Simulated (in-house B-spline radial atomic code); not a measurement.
Ionising Bi V (Bi4+) with different functionals

Computed with an all-electron radial atomic-structure program (B-spline basis): four-component Dirac-Coulomb Hamiltonian, Fermi nucleus of rms radius 5.5211 fm, spin-restricted, spherical fractional occupations for the functionals, and exact exchange of hybrids averaged over the configuration. The ionisation energy is the difference of two self-consistent energies, [Xe] 4f14 5d10 6s1 → [Xe] 4f14 5d10, without Breit or QED terms; ε is the level of the shell that loses the electron (mean over j).

| method | rung | ΔSCF (eV) | -ε(6s) (eV) |
| --- | --- | --- | --- |
| BHandHLYP | global hybrid | 56.05 | 53.31 |
| PBE0 | global hybrid | 56.15 | 52.03 |
| CAM-B3LYP | range-separated hybrid | 56.51 | 53.75 |
| LC-wPBE | range-separated hybrid | 56.01 | 54.75 |

Task: Among the functionals, which spreads more, the ΔSCF values or the orbital energies?

Result: The orbital energies: ΔSCF values span about 0.50 eV and the orbital energies 2.73 eV; here energy differences depend much less on the functional than eigenvalues do.

Task: How do they compare with the NIST value?

Result: NIST lists 54.86 eV ± 0.025 (measured, ground level to ground level). Errors run from +1.15 to +1.65 eV. The correlated functionals all miss on the same side by more than they spread, so the cause is common to them (Breit-QED terms, spin polarisation, or a listed next ion that isn't the cheapest removal here) and closeness doesn't rank the functionals.
